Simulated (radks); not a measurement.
Effect of the nuclear size on the vanadium ion V14+, [He] 2s2 2p5. All-electron calculation, Dirac Kohn-Sham, exchange-only LDA, spin-unpolarised, spherical densities, finite nucleus; open shells are shared between the two j in proportion to 2j + 1; Fermi nuclear charge, rms radius 3.6002 fm. Program: a radial shooting solver on a logarithmic mesh with Libxc functionals. The rms radius is varied about that value; shifts are against it.

\begin{tabular}{lrrrrrrr}
rms radius (fm) & total energy shift (eV) & density at nucleus (e/bohr^3) & 1s1/2 shift (meV) & 2s1/2 shift (meV) & 2p1/2 shift (meV) & 2p3/2 shift (meV) & 3s1/2 (empty) shift (meV) \\ \hline
2.9378 & -0.0197 & 9847 & -8.44 & -0.783 & 0.079 & 0.081 & -0.181 \\
3.2726 & -0.0102 & 9811 & -4.38 & -0.406 & 0.041 & 0.042 & -0.094 \\
3.6002 & 0 & 9779 & 0.000 & 0.000 & 0.000 & 0.000 & 0.000 \\
3.8054 & 0.00690 & 9761 & 2.95 & 0.274 & -0.028 & -0.028 & 0.063 \\
4.2986 & 0.0250 & 9722 & 10.7 & 0.991 & -0.100 & -0.103 & 0.229 \\
\end{tabular}

Slopes of the eigenvalues against <r^2> in GHz/fm^2, as finite differences over the two radii next to the reference (eigenvalue slopes, not the field-shift constants of lines): 1s1/2 470, 2s1/2 43.6, 2p1/2 -4.42, 2p3/2 -4.52, 3s1/2 (empty) 10.1.
